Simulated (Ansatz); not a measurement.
C2H5BO2 (`BC(=O)OC`). Total charge 0; spin multiplicity 1.

```xyz
10

B     1.2660    1.6282   -0.2999
C     0.1995    0.5654    0.0993
O    -0.5705    0.9728    0.9435
O     0.1551   -0.6462   -0.4370
C    -0.8896   -1.4988    0.0427
H     1.0030    2.4183   -1.1518
H     2.2654    1.7129    0.3428
H    -1.8657   -1.0580   -0.1615
H    -0.7739   -2.4365   -0.4949
H    -0.7893   -1.6581    1.1167
```

Problem. List the harmonic frequencies (cm⁻¹, unscaled) at PBE0-D4/def2-TZVP in Ansatz. (Best estimate.)

Solution. Ansatz gave: 126, 141, 161, 272, 303, 528, 606, 861, 912, 976, 1039, 1171, 1178, 1215, 1365, 1474, 1479, 1491, 1753, 2621, 2716, 3072, 3152, 3186.

Problem. Is this a minimum?

Solution. Yes, all 24 modes are real.

Problem. Give the ideal-gas thermochemistry at 298.15 K and 1 bar (rigid rotor, harmonic oscillator; point group Cs, symmetry number 1).

Solution. Zero-point energy 190.2 kJ/mol; H(298) − E = 209.2 kJ/mol; entropy 322.0 J/(mol·K), of which translation 162.2, rotation 105.3, vibration 54.5; G(298) − E = 113.2 kJ/mol.

Problem. Rotational constants (cm⁻¹)?

Solution. 0.3946, 0.1357, 0.1058.
